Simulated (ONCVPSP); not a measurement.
# Transferability test, ONCV potential for lanthanum (La)

```
Element                 : La (Z = 57)
Generator               : ONCVPSP 4.0.1
Type                    : optimised norm-conserving Vanderbilt (ONCV)
Functional              : Wu-Cohen
Relativity              : scalar-relativistic
Frozen core             : [Kr] 4d10
Valence charge          : 11
Reference configuration : 5s2 5p6 5d1 6s1 (charge +1)
Partial waves           : 5s+6s: rc 2.65 bohr, ncon 3, nbas 7, qcut 3.5 1/bohr, 2 projectors; 5p: rc 1.95 bohr, ncon 4, nbas 7, qcut 3.5 1/bohr, 2 projectors, debl 3.5 Ha; 5d: rc 3.20 bohr, ncon 4, nbas 8, qcut 5.7 1/bohr, 2 projectors, debl 1.5 Ha; f scattering state at 0.13 Ha: rc 3.20 bohr, ncon 4, nbas 7, qcut 3 1/bohr, 1 projector
Local potential         : polynomial inside 1.30 bohr (lpopt 5, dvloc0 0 Ha)
Core correction         : Teter function, fcfact 4.25, rcfact 1.5
```

In the f channel the program set the typed energies aside and used -0.376 Ha.

Energies are relative to the spin-unpolarised reference configuration 5s2 5p6 5d1 6s1; without spin polarisation the order of configurations can differ from experiment.

```tsv
valence configuration	charge	ΔE all-electron (eV)	error AE − PS (meV)
5s2 5p6 5d1 6s2	0	-5.998	-2.2
5s2 5p6 5d1 6s0	+2	10.788	-8.3
5s2 5p5 5d1 6s2	+1	20.975	-22
```

Question: What are ΔE and the potential's error for 5s2 5p6 5d0 6s0?

Answer: ΔE = 29.693 eV all-electron; the error (AE − PS) is -0.9 meV.

Note: ghosts flagged at negative energy: s at -53.3 eV; GHOST(+) flagged for p at 124.8 eV. A true bound ghost makes a file unfit for plane-wave use.
